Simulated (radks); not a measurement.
The rubidium ion Rb2+ inside a hard spherical wall (all orbitals vanish at R), configuration held at [Ar] 3d10 4s2 4p5 and not refilled when levels cross. Method: scalar-relativistic Kohn-Sham, r2SCAN, spin-polarised, spherical densities, finite nucleus; open shells are filled with parallel spins first (spin-orbit coupling, left out, can overturn this in heavy ions); meta-GGA in the generalised Kohn-Sham scheme; Fermi nuclear charge, rms radius 4.2036 fm; computed with a radial shooting solver on a logarithmic mesh with Libxc functionals. Eigenvalues in eV for spin up, with the zero of energy where the potential of the charges vanishes at infinity; a dash marks a level that is unbound or too diffuse for the functional's potential to be trusted. A positive occupied level is held by the wall or, in an anion where self-interaction has pushed it up, behind a barrier. The pressure on the wall is -dE/dV.

R (bohr),E (hartree),kinetic (hartree),e(3p),e(3d),e(4s),e(4p),"e(4d, empty)","e(5s, empty)",pressure (GPa)
free,-2980.51028,3052.659,-249.71,-125.74,-52.053,-34.806,-12.129,-,0
15,-2980.51028,3052.659,-249.71,-125.74,-52.053,-34.806,-12.129,-,< 0.0001
12,-2980.51028,3052.659,-249.71,-125.74,-52.053,-34.806,-12.129,-,< 0.0001
10,-2980.51028,3052.659,-249.71,-125.74,-52.053,-34.806,-12.129,-11.638,< 0.0001
8,-2980.51028,3052.659,-249.71,-125.74,-52.053,-34.806,-12.118,-11.543,< 0.0001
7,-2980.51027,3052.659,-249.71,-125.74,-52.052,-34.806,-12.085,-11.308,0.00155
4,-2980.47082,3053.025,-248.75,-124.79,-51.373,-34.034,-9.533,-1.334,14.9
2.5,-2978.79782,3061.659,-234.73,-110.92,-39.504,-19.476,13.742,66.959,1610
